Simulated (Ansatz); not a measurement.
CH5ClOSSi, SMILES `CO[SiH](S)Cl` at its PBE0-D4/def2-TZVP geometry, where that method's forces vanish. Total charge 0; spin multiplicity 1.

| atom | x (Å) | y (Å) | z (Å) |
| --- | --- | --- | --- |
| C1 | 0.729 | 1.356 | 0.404 |
| O2 | -0.459 | 0.777 | -0.099 |
| Si3 | -0.860 | -0.788 | 0.085 |
| S4 | 0.616 | -2.114 | -0.672 |
| Cl5 | -2.638 | -0.985 | -0.893 |
| H6 | 1.614 | 0.823 | 0.043 |
| H7 | 0.737 | 1.353 | 1.499 |
| H8 | 0.769 | 2.388 | 0.057 |
| H9 | -1.030 | -1.169 | 1.504 |
| H10 | 0.523 | -1.642 | -1.927 |

(1) For each bond, give half the difference of the two atoms' forces along it (eV/Å; positive pushes the atoms apart) under PBE-D4, r2SCAN-D4, B3LYP-D4, ωB97M-V in def2-TZVPP. (Estimate.)

Results:

(1) Ansatz gave: 
```json
{"bond": "C1–O2", "length (Å)": "1.414", "PBE-D4": "0.21", "r2SCAN-D4": "0.31", "B3LYP-D4": "0.29", "ωB97M-V": "0.27"}
{"bond": "C1–H6", "length (Å)": "1.094", "PBE-D4": "0.08", "r2SCAN-D4": "-0.06", "B3LYP-D4": "-0.09", "ωB97M-V": "-0.10"}
{"bond": "C1–H7", "length (Å)": "1.095", "PBE-D4": "0.08", "r2SCAN-D4": "-0.06", "B3LYP-D4": "-0.08", "ωB97M-V": "-0.10"}
{"bond": "C1–H8", "length (Å)": "1.090", "PBE-D4": "0.09", "r2SCAN-D4": "-0.07", "B3LYP-D4": "-0.12", "ωB97M-V": "-0.11"}
{"bond": "O2–Si3", "length (Å)": "1.626", "PBE-D4": "0.31", "r2SCAN-D4": "-0.02", "B3LYP-D4": "0.01", "ωB97M-V": "0.02"}
{"bond": "Si3–S4", "length (Å)": "2.124", "PBE-D4": "0.06", "r2SCAN-D4": "0.04", "B3LYP-D4": "0.13", "ωB97M-V": "0.01"}
{"bond": "Si3–Cl5", "length (Å)": "2.038", "PBE-D4": "0.14", "r2SCAN-D4": "0.04", "B3LYP-D4": "0.15", "ωB97M-V": "0.05"}
{"bond": "Si3–H9", "length (Å)": "1.479", "PBE-D4": "0.01", "r2SCAN-D4": "-0.05", "B3LYP-D4": "-0.18", "ωB97M-V": "-0.19"}
{"bond": "S4–H10", "length (Å)": "1.345", "PBE-D4": "0.26", "r2SCAN-D4": "0.02", "B3LYP-D4": "-0.02", "ωB97M-V": "-0.08"}
```

B3LYP here is the variant with VWN-RPA as its local correlation; programs differ in this.
